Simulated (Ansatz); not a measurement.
C2H6FY, SMILES `[CH3][Y]([CH3])[F]`, charge 0, multiplicity 1.

Question: Give a relaxed structure at PBE0-D4/def2-TZVP (the Gaussian-basis code of Ansatz). (An estimate is asked.)

Answer: Computed: 
Z-matrix (Å, degrees):
```
C
Y 1 2.345
H 1 1.099 2 109.5
H 1 1.100 2 112.8 3 117.3
H 1 1.097 2 115.1 3 -119.6
C 2 2.344 1 109.7 3 -47.5
F 2 1.988 1 114.3 3 82.9
H 6 1.100 2 113.2 1 -101.2
H 6 1.097 2 114.3 1 136.7
H 6 1.099 2 109.8 1 16.7
```
This is one stationary point; other conformers may exist.
